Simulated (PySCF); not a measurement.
Sn(H)2(Me)(NMe2), C3H11NSn, SMILES [CH3][SnH2][N](C)C (GFN2-xTB optimised geometry):

```
16

Sn    -0.083     0.090     0.000
C      2.076     0.090     0.000
N     -0.667    -1.161    -1.516
C     -2.062    -1.517    -1.602
C     -0.115    -0.954    -2.833
H     -0.736     1.675     0.000
H     -0.747    -0.666     1.344
H      2.434    -0.923    -0.146
H      2.466     0.720    -0.792
H      2.446     0.461     0.948
H     -2.665    -0.754    -2.109
H     -2.466    -1.675    -0.604
H     -2.153    -2.449    -2.163
H      0.939    -0.694    -2.762
H     -0.199    -1.884    -3.400
H     -0.636    -0.169    -3.395
```

Method: B3LYP/def2-TZVP, def2 effective core potentials past Kr (PySCF).

Question: What are the frontier orbital energies and the dipole moment?

Answer: HOMO-2 -8.45 eV, HOMO-1 -8.09 eV, HOMO -5.72 eV, LUMO 0.00 eV, LUMO+1 0.11 eV; dipole moment 0.76 D.

On the same geometry PBE/def2-TZVP, def2 effective core potentials past Kr run with PySCF gives HOMO-2 -7.40 eV, HOMO-1 -7.11 eV, HOMO -4.64 eV, LUMO -0.57 eV, LUMO+1 -0.39 eV; dipole moment 0.75 D.
